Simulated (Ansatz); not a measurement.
## Several solutions for doublet CuF(+)

```xyz
2

Cu    0.0000    0.0000    0.0000
F     0.0000    0.0000    1.7500
```

Basis set: def2-SVP (spherical functions). Charge 1, multiplicity 2.

PBE0 (unrestricted) was run from several starts with Ansatz (development build ahead of 0.2.0).

```json
{"run": "A", "program": "Ansatz", "start": "stability test followed", "converged": "yes", "energy (hartree)": "-1739.32162", "<S²>": "0.75"}
{"run": "B", "program": "Ansatz", "start": "search for the lowest state", "converged": "yes", "energy (hartree)": "-1739.32162", "<S²>": "0.75"}
{"run": "C", "program": "Ansatz", "start": "atomic start, no search", "converged": "yes", "energy (hartree)": "-1739.31537", "<S²>": "0.76"}
```

Which runs reached the lowest solution of this kind, and what is wrong with the others?

A, B reached the lowest solution found. Converged but too high: C by 0.17 eV. Convergence only shows a stationary point, and even a stable one can lie too high; stability tests and further starts are what find lower ones.
